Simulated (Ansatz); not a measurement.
trans-NiH2(PF3)2 (NiP₂H₂F₆). The state is a singlet with charge 0. Geometry B3LYP-D4/def2-SVP, basis def2-TZVP, Ansatz.

```xyz
11

F     1.050    2.905   -0.315
F     2.334    1.760    1.348
F     0.131    2.498    1.890
F    -0.155   -2.418   -1.950
F    -2.360   -1.788   -1.281
F    -0.967   -2.956    0.269
Ni   -0.010    0.000    0.013
P     0.874    1.722    0.725
P    -0.875   -1.722   -0.721
H    -1.202    0.884   -0.213
H     1.182   -0.885    0.235
```

```tsv
run	HOMO (eV)	LUMO (eV)
A	-6.12	-3.15
B	-9.63	-1.27
C	-6.28	-3.04
D	-8.10	-2.32
```

No other spin state of charge 0 was run. Another isomer (singlet) lies 0.55 eV lower at PBE0-D4/def2-TZVP; other spin states weren't run for this one.

**Question.** The runs used CAM-B3LYP, PBE, PBE0, r2SCAN. Estimate which is which.

**Answer.** A PBE (0 % exact exchange); B CAM-B3LYP (range-separated); C r2SCAN (0 % exact exchange); D PBE0 (25 % exact exchange). Exact exchange lowers occupied and raises empty levels; among semilocal functionals meta-GGAs tend to open the gap a little, and such runs are hard to tell apart. The gap grows from 2.97 eV (PBE) to 8.37 eV (CAM-B3LYP). The restricted singlet is unstable towards broken spin symmetry in Hartree–Fock (as tested in another run); at CAM-B3LYP-D4/def2-TZVP, r2SCAN-D4/def2-TZVP, PBE0-D4/def2-TZVP this wasn't settled.
